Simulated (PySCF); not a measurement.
H₃NO₃S, SMILES OS(N)(=O)=O. Geometry optimised at r2SCAN-D4/def2-SVP. The values are those of a single conformer.

Task: Give the equilibrium geometry at r2SCAN-D4/def2-SVP (PySCF confirms it by a frequency run) as a Z-matrix, and its point group. (An estimate is asked for; the answer gives what the named calculation found.)

Result: Several could match; the one computed here: point group Cs.
```
S
O 1 1.4504
O 1 1.4504 2 122.70
N 1 1.6440 2 108.24 3 -127.09
H 4 1.0192 1 112.66 2 -47.62
H 4 1.0192 5 113.33 1 129.40
O 1 1.6532 2 107.85 4 -106.79
H 7 0.9738 1 107.25 2 -67.21
```
